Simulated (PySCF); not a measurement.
B(OAc)3, SMILES CC(=O)OB(OC(C)=O)OC(C)=O at its GFN2-xTB optimised geometry (Å):

```
22

B     -0.3619     0.0213     0.0000
O      1.0057     0.0213     0.0000
C      1.8177    -1.0435    -0.2513
C      3.2389    -0.7122     0.0977
O      1.4322    -2.0789    -0.7039
H      3.8868    -1.5416    -0.1679
H      3.3064    -0.5121     1.1645
H      3.5388     0.1887    -0.4312
O     -1.0641    -1.1500     0.0384
C     -2.3548    -1.3361    -0.3328
C     -2.9500    -2.5347     0.3322
O     -2.9031    -0.6178    -1.1203
H     -3.8868    -2.7991    -0.1479
H     -3.1327    -2.2837     1.3758
H     -2.2449    -3.3604     0.2966
O     -0.9440     1.2542     0.0000
C     -2.2048     1.5335     0.4373
C     -2.8546     2.6032    -0.3779
O     -2.6797     0.9777     1.3852
H     -3.6859     3.0356     0.1702
H     -3.2293     2.1305    -1.2856
H     -2.1276     3.3604    -0.6558
```

Computed with PBE0/def2-SVP (PySCF). Cells within 0.4 Å of a nucleus heavier than hydrogen are left out (blank, or x).

Map of the log10 of the electron density (e/bohr³), floored at −4 on the plane z = 0.0 Å:

```
|0000000000000000000000000000000|
|0000000000000000000000000000000|
|0000000000000000000000000000000|
|0000001111110000000000000000000|
|0000123333321000000000000000000|
|0001345555542100000000000000000|
|0013466666653200000000000000000|
|0013578887754210000000000000000|
|0013578988754432000000000000000|
|0013567888765554200000000000000|
|0002356788877875321000000000000|
|0001245688889x86433321112100000|
|000013467889xx97555542334321000|
|0000124567789987777654455532000|
|00000234555678x7899865677653100|
|00001345555678xx9xx976788753100|
|00002356666788878998888x8753200|
|000024567888x9877788x89xx764200|
|000124578x89xx86568xx8889864210|
|0002346789889975568887778864200|
|0013567888777765578876566654200|
|00246788x8755544567765445543100|
|0024688888754322456654323321000|
|0024677788764201244443211000000|
|0013456677753100022221000000000|
|0001334455543100000000000000000|
|0000112334331000000000000000000|
|0000000112110000000000000000000|
|0000000000000000000000000000000|
|0000000000000000000000000000000|
|0000000000000000000000000000000|
```
Scale: ten equal steps from -4.00 (start of '0') to -0.177 (end of '9'), in the order '0123456789'; x runs from -6.00 to 6.00, y from -6.00 (bottom) to 6.00 (top).
